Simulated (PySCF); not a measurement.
A computed series M(OH)2

Computed with PySCF 2.14.0, PBE0, def2-SVP on the ligands, density fitting, scalar-relativistic core potentials, no spin-orbit coupling, vacuum. Each member is relaxed from one template within its symmetry. Distances are means of the shortest metal–ligand contacts, charges and spins Mulliken's; removal energies are rigid, with the ligand's formal charge and no counterpoise, so too large; for an anion taken off a cation in vacuum most of it is the attraction of opposite charges, and multiply charged cations can part far more cheaply with an electron moved from ligand to metal. lcecp potentials hold a fixed number of 4f electrons in the core, out of states, spins and gaps.

```json
{"metal": "Ce", "basis on the metal": "lcecp-0-SVP with ECP48", "point group": "C2v", "M–OH (Å)": "2.225", "charge on M (e)": "0.89", "dipole (D)": "3.61", "removal of one OH (eV)": "9.43", "strongest infrared band, degenerate modes summed (cm⁻¹)": "–", "unstable modes (below −25 cm⁻¹)": "0"}
{"metal": "Sm", "basis on the metal": "lcecp-0-SVP with ECP52", "point group": "C2v", "M–OH (Å)": "2.177", "charge on M (e)": "0.87", "dipole (D)": "3.37", "removal of one OH (eV)": "9.67", "strongest infrared band, degenerate modes summed (cm⁻¹)": "440", "unstable modes (below −25 cm⁻¹)": "0"}
{"metal": "Gd", "basis on the metal": "lcecp-0-SVP with ECP54", "point group": "C2v", "M–OH (Å)": "2.159", "charge on M (e)": "0.87", "dipole (D)": "3.18", "removal of one OH (eV)": "9.79", "strongest infrared band, degenerate modes summed (cm⁻¹)": "454", "unstable modes (below −25 cm⁻¹)": "0"}
{"metal": "Tm", "basis on the metal": "lcecp-0-SVP with ECP59", "point group": "C2v", "M–OH (Å)": "2.119", "charge on M (e)": "0.86", "dipole (D)": "2.49", "removal of one OH (eV)": "10.07", "strongest infrared band, degenerate modes summed (cm⁻¹)": "446", "unstable modes (below −25 cm⁻¹)": "0"}
{"metal": "Pb", "basis on the metal": "def2-SVP with ECP60", "point group": "C2v", "M–OH (Å)": "2.102", "charge on M (e)": "0.70", "dipole (D)": "4.57", "removal of one OH (eV)": "10.34", "strongest infrared band, degenerate modes summed (cm⁻¹)": "–", "unstable modes (below −25 cm⁻¹)": "0"}
```

(1) What does the calculation give for Yb, def2-SVP with ECP28?

One start shape was tried for each, so a minimum needn't be the lowest isomer. Oxidation states forced by the potential, rare, strongly oxidising or of another configuration in reality: Ce(OH)2, Gd(OH)2.

Results:

(1) point group: C2v, M–OH (Å): 2.036, charge on M (e): 0.91, dipole (D): 3.03, removal of one OH (eV): 9.99, unstable modes (below −25 cm⁻¹): 0.
```xyz
5

Yb    0.0000    0.0000   -0.3583
O     1.8324   -0.0383    0.5290
H     2.5409   -0.0521    1.1706
O    -1.8324    0.0383    0.5290
H    -2.5409    0.0521    1.1706
```
